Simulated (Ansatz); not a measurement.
C6H10O2Sn, SMILES `CC1=CC(C)=[O+][Sn-]([CH3])[O]1`, relaxed with RKS PBE0-D4/def2-TZVP in the Gaussian-basis code of Ansatz from a PBE-D4/def2-SVP geometry. The force threshold is 0.005 eV/Å; the program also tests the step.

Charge 0, multiplicity 1. Sn takes the def2 core potential.

Start:

```xyz
19

C    -1.837   -1.901    0.956
C    -0.949   -1.041    0.085
C    -0.894    0.353    0.326
C    -0.207    1.325   -0.441
C    -0.368    2.786   -0.085
O     0.551    1.103   -1.452
Sn    1.267   -0.877   -2.163
C     2.711   -0.953   -0.462
O    -0.323   -1.682   -0.834
H    -1.227   -2.706    1.415
H    -2.593   -2.403    0.319
H    -2.350   -1.329    1.750
H    -1.502    0.728    1.159
H    -0.800    3.325   -0.954
H    -1.009    2.949    0.800
H     0.633    3.230    0.095
H     3.067   -1.993   -0.307
H     2.234   -0.596    0.472
H     3.594   -0.316   -0.680
```

(1) By how much does the energy fall, and how many steps does the optimiser take? (Estimate.)

(2) Which bonds change most? (Best estimate.)

(3) Give the relaxed structure. (Estimate.)

Answers

(1) Ansatz gave: 11.90 kJ/mol, in 5 steps.

(2) Computed: O6–Sn7 from 2.223 to 2.167 Å; Sn7–O9 from 2.223 to 2.167 Å; Sn7–C8 from 2.232 to 2.192 Å; C3–C4 from 1.416 to 1.399 Å.

(3) Computed: 
```xyz
19

C    -1.808   -1.886    0.943
C    -0.939   -1.024    0.079
C    -0.889    0.351    0.327
C    -0.209    1.304   -0.438
C    -0.353    2.754   -0.088
O     0.529    1.068   -1.441
Sn    1.245   -0.861   -2.120
C     2.663   -0.935   -0.450
O    -0.320   -1.640   -0.840
H    -1.195   -2.671    1.393
H    -2.552   -2.381    0.314
H    -2.312   -1.322    1.726
H    -1.480    0.720    1.153
H    -0.777    3.284   -0.944
H    -0.984    2.913    0.785
H     0.638    3.177    0.092
H     3.014   -1.960   -0.298
H     2.197   -0.583    0.473
H     3.533   -0.308   -0.666
```
